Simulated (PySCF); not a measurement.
B3LYP has the VWN-RPA correlation part, as in Gaussian. Delta-SCF ions had no search for a lower state. Excitations are Tamm–Dancoff values on a coarser integration grid. The basis has no diffuse functions, so Rydberg states are missing or too high.

## CH$_{4}$Si$_{2}$, SMILES `[SiH2]=C=[SiH2]` (charge 0, multiplicity 1)

Calculation: B3LYP-D3(BJ)/def2-TZVP (PySCF).

The HOMO is -6.44 eV and the dipole moment comes out as 0.00 D. The LUMO comes out as -1.70 eV. The HOMO–LUMO gap is 4.74 eV, the S1 excitation (TDA) is 3.42 eV and the S1 oscillator strength comes out as 0.000. The brightest of the four lowest singlets (TDA) is 5.16 eV, the T1 excitation (TDA) is 2.58 eV and the S1–T1 gap (TDA) is 0.84 eV. The vertical ionisation energy (Delta-SCF) is 8.41 eV, the total energy is -619.4655 Ha and the cost is around 30 core-seconds (rough).

```xyz
7

Si     1.6677    -0.1481     0.0308
C      0.0000     0.0001    -0.0010
Si    -1.6677     0.1483    -0.0322
H      2.3830    -1.1764     0.8121
H      2.5823     0.7336    -0.7212
H     -2.5327    -0.5436    -1.0081
H     -2.4323     0.9869     0.9119
```
Charge 0, spin multiplicity 1.
